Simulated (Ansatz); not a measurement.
`BSC(=N)[SiH3]` + `C=N` → `BN=C` + `N=C([SiH3])S`  (ligand exchange at a B–S bond)

Gas-phase electronic energies from Ansatz, PBE0-D4/def2-TZVP geometries. CBS: MP2 limit from def2 TZ/QZ plus the TZ coupled-cluster correction, frozen cores. This one scheme is used for every species. Functionals use def2-TZVPP. One conformer a species, not always the lowest.

CCSD(T)/CBS gives -0.19 eV.

Problem. Another level gave -0.18 eV. Which?
A. PBE0/def2-TZVPP
B. CCSD(T)/def2-TZVPP
C. PBE-D4/def2-TZVPP
D. ωB97M-V/def2-TZVPP

Solution. B. CCSD(T)/def2-TZVPP -0.18, ωB97M-V -0.26, PBE-D4 -0.38, PBE0 -0.33 eV.

Largest T1 diagnostic among the species: 0.016.

In def2-TZVPP, CCSD(T) changes the Hartree–Fock value by +0.04 eV (the triples alone add +0.01 eV) and MP2 by +0.04 eV. From PBE to PBE0 (25 % exact exchange), in def2-TZVPP and without D4, ΔE moves by +0.08 eV. The D4 term adds +0.05 eV with B3LYP and +0.03 eV with PBE0; it sums over pairs of atoms, weighted by their polarisabilities, and B3LYP, whose exchange is more repulsive, gets the larger term.

B3LYP here is the variant with VWN-RPA as its local correlation; programs differ in this.
